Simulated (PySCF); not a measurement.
## Interval between two levels of Xe³⁺ by level of theory

Xe³⁺ [Kr] 4d10 5s2 5p3 [4S3/2, M_J = 3/2] → Xe³⁺ [Kr] 4d10 5s1 5p4 [4P5/2, M_J = 5/2], as a difference of total energies. Calculation: PySCF 2.14, in x2c-SVPall-2c with one added diffuse shell each of s, p type (7s9p4d, 54 functions); the two-component X2C-1e Hamiltonian. Correlated levels: [Ar] 3d10 frozen; the 6 highest virtual spinors dropped. "Screened" scales the spin-orbit matrix elements by Boettger's factors to mimic the two-electron term; Breit and QED terms are absent.

```json
{"method": "GHF (spin-free)", "interval between two levels (cm⁻¹)": "105650"}
{"method": "GMP2 (spin-free)", "interval between two levels (cm⁻¹)": "104730"}
{"method": "GHF (screened spin-orbit)", "interval between two levels (cm⁻¹)": "102750"}
{"method": "GMP2 (screened spin-orbit)", "interval between two levels (cm⁻¹)": "101890"}
```

The labels give the starting determinants; with spin-orbit coupling the two ends relaxed to ⟨J²⟩ = 3.76, ⟨L²⟩ = 0.21, ⟨S²⟩ = 3.51 and ⟨J²⟩ = 8.76, ⟨L²⟩ = 2.12, ⟨S²⟩ = 3.70.
